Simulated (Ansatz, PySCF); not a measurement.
Gas-phase reaction in SMILES: [B]O -> [B]O as doublet, charge +1 + e-
Each molecule is optimised on its own at B3LYP-D3(BJ)/def2-TZVP (Ansatz, a first-principles code).

Quantity: adiabatic ionisation energy (0 K, with B3LYP-D3(BJ) harmonic zero-point energies from PySCF), in eV. Correlated levels leave the core frozen unless marked. Open shells are spin-unrestricted. Spin-orbit coupling is left out. No relativistic terms. CBS marks a two-point X^-3 extrapolation of the correlation energy; Hartree-Fock from the larger set.

```csv
level,program,adiabatic ionisation energy (eV),minus last row
PBE-D3(BJ)/def2-TZVPD,Ansatz + dftd3,9.51,-0.24
LC-wPBE-D3(BJ)/def2-TZVPD,Ansatz + dftd3,9.51,-0.24
CCSD/6-31G*,Ansatz,9.17,-0.58
CCSD/cc-pwCVTZ,Ansatz,9.65,-0.10
CCSD/cc-pVQZ,Ansatz,9.68,-0.07
CCSD(T)/def2-QZVPP,Ansatz,9.72,-0.03
"CCSD(T)/CBS(aug-cc-pVTZ,aug-cc-pVQZ)",Ansatz,9.75,0.00
```
